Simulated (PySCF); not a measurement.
All of these have the formula C4H11ClSi. Method used: TDDFT CAM-B3LYP/def2-SVPD, vertical, gas phase, core orbitals frozen in the response in PySCF 2.14.0, density-fitted response routines. Geometries: PBE0-D3(BJ)/def2-SVP; one conformer of each isolated species. Triplets are in the Tamm–Dancoff approximation.

A. `C([SiH2]CCl)CC`
B. `CC(C)[SiH2]CCl`
C. `C[SiH2]C(C)(C)Cl`
D. `C[SiH2][C@@H](C)CCl`

Lowest singlet levels (six at most, fewer where fewer were computed) with oscillator strengths:

1. 6.69 eV (f 0.027); 7.18 eV (f 0.003); 7.48 eV (f 0.006); 7.64 eV (f 0.003); 8.05 eV (f 0.032); 8.10 eV (f 0.015); T1 6.03 eV
2. 6.69 eV (f 0.014); 7.16 eV (f 0.002); 7.66 eV (f 0.033); 8.04 eV (f 0.002); 8.29 eV (f 0.033); 8.32 eV (f 0.057); T1 6.00 eV
3. 7.31 eV (f 0.002); 7.42 eV (f 0.002); 7.81 eV (f 0.004); 8.03 eV (f 0.018); 8.16 eV (f 0.008); 8.22 eV (f 0.036); T1 6.67 eV
4. 6.73 eV (f 0.027); 7.19 eV (f 0.003); 7.53 eV (f 0.004); 7.85 eV (f 0.008); 8.08 eV (f 0.014); 8.15 eV (f 0.020); T1 6.06 eV

Problem. Match each spectrum to its molecule.

Solution. 1 = B, 2 = C, 3 = D, 4 = A.
- A: S1 at 6.73 eV, HOMO→LUMO (57%), HOMO→LUMO+2 (17%); Löwdin shares by element: HOMO chlorine 51%, carbon 25% or more, silicon 11%; LUMO chlorine 22%, carbon 20% or more, silicon 19% (atoms not listed hold the other 40%); HOMO -9.27 and LUMO 0.97 eV.
- B: S1 at 6.69 eV, HOMO→LUMO (55%), HOMO→LUMO+2 (12%), HOMO→LUMO+1 (10%); Löwdin shares by element: HOMO chlorine 41%, carbon 28% or more, silicon 13% (atoms not listed hold the other 18%); LUMO chlorine 21%, carbon 20% or more, silicon 14% (atoms not listed hold the other 45%); HOMO -9.17 and LUMO 0.93 eV.
- C: S1 at 6.69 eV, HOMO→LUMO+1 (47%), HOMO→LUMO (26%), HOMO→LUMO+2 (14%); Löwdin shares by element: HOMO chlorine 44%, carbon 27% or more, silicon 14% (atoms not listed hold the other 15%); LUMO chlorine 23%, silicon 19%, carbon 16% or more (atoms not listed hold the other 43%); HOMO -9.19 and LUMO 1.08 eV.
- D: S1 at 7.31 eV, HOMO→LUMO+1 (32%), HOMO-2→LUMO+1 (25%), HOMO-1→LUMO+1 (21%); Löwdin shares by element: HOMO carbon 34% or more, silicon 16%, chlorine 16% (atoms not listed hold the other 33%); LUMO carbon 20% or more, silicon 17%, chlorine 10% (atoms not listed hold the other 53%); HOMO -9.57 and LUMO 1.11 eV.
A and B have S1 within 0.05 eV of each other; their strongest listed levels stand at 6.73 eV (f 0.027) and 8.05 eV (f 0.032).
A and C have S1 within 0.05 eV of each other; their strongest listed levels stand at 6.73 eV (f 0.027) and 8.32 eV (f 0.057).
B and C have S1 within 0.01 eV of each other; their strongest listed levels stand at 8.05 eV (f 0.032) and 8.32 eV (f 0.057).

Without π bonds the low states are Rydberg-like; a valence basis with one diffuse set may place them up to an eV too high.
